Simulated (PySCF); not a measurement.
C3H9ClSi (SMILES C[Si](C)(C)Cl), singlet, geometry from GFN2-xTB; DF-B3LYP/def2-SV(P) (PySCF).

Here is a job for PySCF.
```python
from pyscf import gto, scf, dft

mol = gto.M(
    atom='''
C    -0.74978598    1.59672421   -0.36729719
Si    0.16935212    0.11507053    0.39960080
C     1.63470173   -0.41130752   -0.69768298
C    -1.02145525   -1.34456870    0.68211767
Cl    0.90913523    0.69442496    2.21566147
H    -1.16721741    1.34294873   -1.33670467
H    -1.56785901    1.92573043    0.26713269
H    -0.08529637    2.44461056   -0.50725592
H     2.17557152   -1.24608658   -0.26096019
H     1.29949050   -0.71684066   -1.68389433
H     2.34259872    0.40224793   -0.82832830
H    -1.44967120   -1.69118153   -0.25323206
H    -1.84256222   -1.06385757    1.33557630
H    -0.51238124   -2.18640934    1.14272773
''',
    basis='def2-sv(p)',
    verbose=3,
)

mf = dft.RKS(mol)
mf.xc = 'b3lyp'
mf.grids.prune = dft.gen_grid.sg1_prune
mf = mf.density_fit(auxbasis='def2-universal-jkfit')
mf.kernel()
mf.analyze()
```

Problem. What does PySCF print? Leave out banner, timings and long lists.

Solution. 
```
converged SCF energy = -869.206039943867
**** MO energy ****
MO #1   energy= -101.478698585847  occ= 2
MO #2   energy= -66.1364098616029  occ= 2
MO #3   energy= -10.1620072250715  occ= 2
MO #4   energy= -10.1619723818103  occ= 2
MO #5   energy= -10.161921851672   occ= 2
MO #6   energy= -9.43489124728409  occ= 2
MO #7   energy= -7.20092711291403  occ= 2
MO #8   energy= -7.19515599914184  occ= 2
MO #9   energy= -7.19512520360813  occ= 2
MO #10  energy= -5.30101321637262  occ= 2
MO #11  energy= -3.66550236902938  occ= 2
MO #12  energy= -3.66143388304617  occ= 2
MO #13  energy= -3.66140793080191  occ= 2
MO #14  energy= -0.813530465310517 occ= 2
MO #15  energy= -0.709978263432772 occ= 2
MO #16  energy= -0.682117182865118 occ= 2
MO #17  energy= -0.68209073899941  occ= 2
MO #18  energy= -0.481243632607719 occ= 2
MO #19  energy= -0.42633094689391  occ= 2
MO #20  energy= -0.417912458486754 occ= 2
MO #21  energy= -0.417859097856571 occ= 2
MO #22  energy= -0.40428124183983  occ= 2
MO #23  energy= -0.404169709970119 occ= 2
MO #24  energy= -0.391873426913062 occ= 2
MO #25  energy= -0.355440123121964 occ= 2
MO #26  energy= -0.337005224687066 occ= 2
MO #27  energy= -0.336964931854557 occ= 2
MO #28  energy= -0.29153090214463  occ= 2
MO #29  energy= -0.291502158593271 occ= 2
MO #30  energy= 0.0449856362580405 occ= 0
MO #31  energy= 0.0660207039814606 occ= 0
MO #32  energy= 0.0829746804249635 occ= 0
MO #33  energy= 0.0830519343640206 occ= 0
MO #34  energy= 0.11288744292329   occ= 0
MO #35  energy= 0.113775369090521  occ= 0
MO #36  energy= 0.113917704216885  occ= 0
MO #37  energy= 0.14204843239859   occ= 0
 ** Mulliken atomic charges  **
charge of    0C =     -0.52119
charge of    1Si =      0.93130
charge of    2C =     -0.52123
charge of    3C =     -0.52113
charge of    4Cl =     -0.30811
charge of    5H =      0.10280
charge of    6H =      0.10534
charge of    7H =      0.10530
charge of    8H =      0.10525
charge of    9H =      0.10283
charge of   10H =      0.10542
charge of   11H =      0.10279
charge of   12H =      0.10534
charge of   13H =      0.10529
Dipole moment(X, Y, Z, Debye): -0.62940, -0.49364, -1.54765
```
